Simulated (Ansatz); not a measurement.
Kohn–Sham single points on ClH3SSeSi, SMILES `S[SiH](Cl)[SeH]`.

```yaml
crystal:
  periodic: [false, false, false]
  atoms:
    - {symbol: S, position_ang: [0.172714, 1.504956, -1.091569]}
    - {symbol: Si, position_ang: [-0.010554, 0.214867, 0.584896]}
    - {symbol: Cl, position_ang: [1.758994, 0.452903, 1.589517]}
    - {symbol: Se, position_ang: [-0.441267, -1.929631, 0.005993]}
    - {symbol: H, position_ang: [-0.958568, 1.050539, -1.659884]}
    - {symbol: H, position_ang: [-1.108537, 0.581352, 1.504909]}
    - {symbol: H, position_ang: [0.648417, -1.942886, -0.979560]}
basis:
  gaussian: {orbitals: def2-TZVPP}
hamiltonian: {xc: {name: B2PLYP}}
```

```sh
$ ansatz run in.yaml --threads 4 --pin off --events-out ev --progress --plain --max-ram 10444MiB
```

Shortened log:

```
Functional definition: B2PLYP
1288 factors; integrals over basis functions are off by at most 9.9e-4 eV
mean field evaluation 1: about -96609.9542 eV, gradient 1.5e1 eV
mean field evaluation 2: about -96610.1477 eV, gradient 1.6e1 eV
mean field evaluation 4: about -96610.8545 eV, gradient 2.3e0 eV
mean field evaluation 8: about -96610.8696 eV, gradient 4.4e-2 eV
mean field evaluation 16: about -96610.8696 eV, gradient 2.6e-5 eV
mean field -96610.86955755 eV, -3550.3839710406 hartree, gradient 8.0e-6 eV, S^2 0.000000; 0 other end points of the search recorded, 0 dependent functions left out
24 core orbitals not correlated: weight in the atoms' cores, before any rotation towards them, 1.000 or more for the frozen orbitals, at most 0.000 for the correlated occupied ones
reference -96610.86972591 eV, -3550.3839772277 hartree; 18, 18 occupied and 174, 174 virtual orbitals, 1288 factors
second order -25.21999160 eV of doubles, -0.00000000 eV of singles
Total energy: -96617.67912364 eV, -3550.6342179788 hartree
```

Hardware: 4 threads of an Arm Neoverse V2 on a shared host. Wall time 5.5 s, peak host memory 0.56 GiB.

With the line `hamiltonian: {xc: {name: BHLYP}, dispersion: d4}` (abridged; 3.9 s):

```
Functional definition: BHLYP
mean field evaluation 16: about -96637.8375 eV, gradient 3.2e-5 eV
mean field -96637.83751823 eV, -3551.3750253161 hartree, gradient 3.2e-5 eV, S^2 0.000000
Total energy: -96638.21250888 eV, -3551.3888059683 hartree
```

With the line `hamiltonian: {xc: {name: BLYP}, dispersion: d4}` (abridged; 2.1 s):

```
Functional definition: BLYP
mean field evaluation 16: about -96638.8025 eV, gradient 5.2e-5 eV
mean field -96638.80254462 eV, -3551.4104893817 hartree, gradient 5.2e-5 eV, S^2 0.000000
Total energy: -96639.34608792 eV, -3551.4304642295 hartree
```

With the line `hamiltonian: {xc: {name: B97M-V}}` (abridged; 9 s):

```
Functional definition: B97M-V
mean field evaluation 16: about -96618.4273 eV, gradient 1.0e-4 eV
mean field -96618.42728143 eV, -3550.6617122704 hartree, gradient 5.7e-5 eV, S^2 0.000000
Total energy: -96618.42733643 eV, -3550.6617142916 hartree
```

The same input with `hamiltonian: {xc: {name: CAM-B3LYP}, dispersion: d4}` (abridged; 4.3 s):

```
Functional definition: CAM-B3LYP
mean field evaluation 16: about -96642.3737 eV, gradient 2.1e-5 eV
mean field -96642.37366157 eV, -3551.5417255091 hartree, gradient 2.1e-5 eV, S^2 0.000000
Total energy: -96642.60282526 eV, -3551.5501471192 hartree
```

With the line `hamiltonian: {xc: r2scan, dispersion: d4}` and forces (abridged; 5.5 s):

```
Functional definition: r2SCAN
mean field evaluation 16: about -96635.8053 eV, gradient 1.7e-4 eV
mean field -96635.80526216 eV, -3551.3003412830 hartree, gradient 1.5e-5 eV, S^2 0.000000
Total energy: -96635.86177834 eV, -3551.3024182142 hartree
Atom 0 force     0.007783     0.055761    -0.048922 eV/Å
Atom 1 force    -0.055517     0.008367     0.028674 eV/Å
Atom 2 force     0.065695     0.021948     0.042161 eV/Å
Atom 3 force    -0.019362    -0.073941    -0.014641 eV/Å
Atom 4 force    -0.001588     0.004322    -0.004743 eV/Å
Atom 5 force     0.014904    -0.017691    -0.014401 eV/Å
Atom 6 force    -0.011915     0.001234     0.011871 eV/Å
Dipole moment:    -0.205465    -0.071338    -0.186066 e Å
```
